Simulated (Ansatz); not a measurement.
Start from `[NH2][W]([NH2])(=[O])=[O]` and change one atom or group to get `[NH2][W](=[O])(=[O])[Cl]`.

Ansatz, PBE0-D4/def2-TZVP geometries, multiplicity 1. Each molecule was computed in one conformer, which needn't be the lowest.

Elements past krypton have def2 core potentials.

```json
{"property": "LUMO energy (PBE/def2-TZVPP) / eV", "`[NH2][W]([NH2])(=[O])=[O]`": "-2.04"}
{"property": "ideal-gas entropy at 298 K and 1 bar (rigid rotor, harmonic PBE0-D4/def2-TZVP) / J/(mol·K)", "`[NH2][W]([NH2])(=[O])=[O]`": "348"}
{"property": "HOMO–LUMO gap (PBE/def2-TZVPP) / eV", "`[NH2][W]([NH2])(=[O])=[O]`": "4.38"}
{"property": "HOMO energy (PBE/def2-TZVPP) / eV", "`[NH2][W]([NH2])(=[O])=[O]`": "-6.42"}
{"property": "LUMO energy (B3LYP/def2-TZVPP) / eV", "`[NH2][W]([NH2])(=[O])=[O]`": "-1.42"}
{"property": "HOMO energy (PBE0/def2-TZVPP) / eV", "`[NH2][W]([NH2])(=[O])=[O]`": "-7.83"}
```

(1) Give the same properties after the change, and the shifts. (An estimate is asked.)

Results:

(1) The calculation gave: 
```tsv
property	`[NH2][W](=[O])(=[O])[Cl]`	shift
LUMO energy (PBE/def2-TZVPP) / eV	-2.72	-0.68
ideal-gas entropy at 298 K and 1 bar (rigid rotor, harmonic PBE0-D4/def2-TZVP) / J/(mol·K)	349	1
HOMO–LUMO gap (PBE/def2-TZVPP) / eV	4.78	0.40
HOMO energy (PBE/def2-TZVPP) / eV	-7.50	-1.08
LUMO energy (B3LYP/def2-TZVPP) / eV	-2.22	-0.80
HOMO energy (PBE0/def2-TZVPP) / eV	-8.95	-1.12
```

With PBE0 the HOMO falls by 1.12 eV and the LUMO falls by 0.83 eV, so the gap widens by about 0.29 eV. PBE moves the HOMO by -1.08 eV and ωB97M-V by -1.11 eV. The zero-point energy changes by -61.9 kJ/mol with -6 modes.

B3LYP here is the variant with VWN-RPA as its local correlation; programs differ in this.
